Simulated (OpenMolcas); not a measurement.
Ionisation energies of osmium

```
Program             : OpenMolcas 26.06
Basis               : ANO-RCC [11s10p9d8f4g2h]
Scalar Hamiltonian  : DKH2, point nucleus
Spin-orbit coupling : RASSI with atomic mean-field integrals over the reference wave functions, term energies averaged over their components
```

Active shells in each charge state: the valence d, s shells, with orbitals averaged over the low states. Where CASPT2's correlated closed shells are named, they are those of the first ion.

A. CASSCF
B. SS-CASPT2, IPEA 0.25 Eh, imaginary shift 0.1 Eh (closed shells correlated: 5s 5p)
C. SS-CASPT2, IPEA 0 Eh, imaginary shift 0.1 Eh (closed shells correlated: 5s 5p)
D. SS-CASPT2, IPEA 0.25 Eh, imaginary shift 0.1 Eh (closed shells correlated: 4f 5s 5p)

Energies in eV between the lowest computed levels, named as in B; reference values from the NIST Atomic Spectra Database with their kind.

```csv
From,To,A,B,C,D,Spin-orbit share in B,Reference
Os 5d⁶ 6s² ⁵D₄,Os+ 5d⁶ 6s ⁶D_9/2,6.193,8.709,8.825,8.682,+0.128,8.438 (measured)
Os+ 5d⁶ 6s ⁶D_9/2,Os2+ 5d⁶ ⁵D₄,15.804,17.141,17.224,17.306,+0.202,17.000 (semi-empirical)
```

Error against the reference values, in %:

```tsv
From	Reference	A	B	C	D
Os	measured	-26.6	+3.2	+4.6	+2.9
Os+	semi-empirical	-7.0	+0.8	+1.3	+1.8
```

Absolute error against the one measured value: A 2.24 eV, B 0.27 eV, C 0.39 eV, D 0.24 eV.

The lowest level within the active space need not be the ion's true ground level.
